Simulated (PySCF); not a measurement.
One entry of a table of gas-phase calculations, keyed by method.

```json
{
 "formula": "C5H9GeN",
 "smiles": "N#C[C@@H]1CC[CH2][GeH2]1",
 "charge": 0,
 "multiplicity": 1,
 "geometry_level": "PBE0-D3(BJ)/def2-SVP",
 "atoms_angstrom": [
  ["N", 3.113, 0.482, -1.653],
  ["C", 2.515, 0.446, -0.66],
  ["C", 1.725, 0.403, 0.554],
  ["C", 0.906, -0.9, 0.681],
  ["C", -0.337, -0.813, -0.206],
  ["C", -1.118, 0.465, 0.122],
  ["Ge", 0.284, 1.799, 0.482],
  ["H", 2.393, 0.558, 1.415],
  ["H", 0.601, -1.008, 1.735],
  ["H", 1.52, -1.78, 0.432],
  ["H", -0.962, -1.712, -0.083],
  ["H", -0.018, -0.796, -1.263],
  ["H", -1.723, 0.336, 1.033],
  ["H", -1.798, 0.77, -0.686],
  ["H", 0.142, 2.51, 1.84],
  ["H", 0.54, 2.816, -0.638]
 ],
 "electronic_structure_code": "PySCF",
 "results": {
  "PBE0-D3(BJ)/def2-SVP geometry optimisation, gas phase": {
   "point_group": "C1",
   "rotational_constants_GHz": [2.485, 1.623, 1.189]
  },
  "CAM-B3LYP/def2-SVPD ground state and vertical TDDFT (core frozen in the response)": {
   "dipole_D": 4.56,
   "homo_eV": -9.45,
   "lumo_eV": 0.79,
   "S1_eV": 6.99,
   "strongest_line_of_6_singlets_eV": 7.41,
   "polarisability_au": 89.2,
   "r2_bohr2_about_centre_of_nuclear_charge": 1049.7,
   "singlets_eV_and_f": [
    [6.99, 0.003],
    [7.41, 0.086],
    [7.62, 0.009],
    [7.77, 0.028],
    [7.84, 0.001],
    [7.94, 0.022]
   ]
  }
 }
}
```

A dipole of 4.56 D is allowed in C1, and pure rotational transitions are dipole-allowed. The polarisability is 13.21 Å³ as a volume (1 au = 0.148185 Å³), or 1.14 au for each of the 78 electrons. The rotational constants make it an asymmetric top with κ = (2B − A − C)/(A − C) = -0.33, nearer the prolate limit (−1). The principal polarisabilities are 78.4, 90.3 and 98.8 au; their mean is the isotropic value. The dipole matches unit charges of opposite sign 0.95 Å apart (1 e·Å = 4.8032 D).

The calculation is non-relativistic and has no spin–orbit coupling, an omission that weighs most on germanium.

For the geometry optimisation (PBE0-D3(BJ)/def2-SVP), hardware: AMD EPYC 7R43, one thread, shared host with 256 logical CPUs at a one-minute load of 161. Cost: 2.1 min, 0.77 GiB resident at most.

One conformer stands for the species.
